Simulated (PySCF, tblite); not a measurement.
Isomers of C6H6OP2S, one GFN2-xTB conformer each. Single-point energies are computed at PBE0/pcSseg-1 (PySCF, gas phase, no added dispersion term), electronic only.

Question: Rank them by PBE0/pcSseg-1 energy, lowest first (kcal/mol).
A. `[CH3:1][S:2][c:3]1[p:4][cH:5][c:6]([CH:7]=[O:8])[cH:9][p:10]1` with C1–S2–C3–P4 0°, C5–C6–C7–O8 0°
B. `[CH3:1][S:2][c:3]1[cH:4][p:5][c:6]([CH:7]=[O:8])[cH:9][p:10]1` with C1–S2–C3–C4 179°, P5–C6–C7–O8 180°

Answer: A (0.0), B (1.2).

Neighbours under 2.5 kcal/mol apart (CSc1pcc(C=O)cp1 and CSc1cpc(C=O)cp1) can change places with a better method, another conformer or zero-point energy. GFN2-xTB itself gives, in the same order: 3.7, 0.0. GFN2-xTB puts CSc1cpc(C=O)cp1 lowest instead.

Which frontier levels, dipoles and rotational constants go with these structures?

```tsv
SMILES	HOMO (eV, PBE0/pcSseg-1)	LUMO (eV)	dipole (D)	A, B, C (MHz)
CSc1pcc(C=O)cp1	-6.66	-2.64	2.37	1958, 512.7, 407.4
CSc1cpc(C=O)cp1	-6.86	-2.86	3.78	2007, 497.7, 399.9
```

What happens when harmonic zero-point energies from GFN2-xTB frequencies are added?

```tsv
SMILES	ZPE (kcal/mol)	electronic (kcal/mol)	with ZPE (kcal/mol)
CSc1pcc(C=O)cp1	64.1	0.0	0.0
CSc1cpc(C=O)cp1	64.0	1.2	1.1
```

The zero-point energies span 0.1 kcal/mol. The order is unchanged.
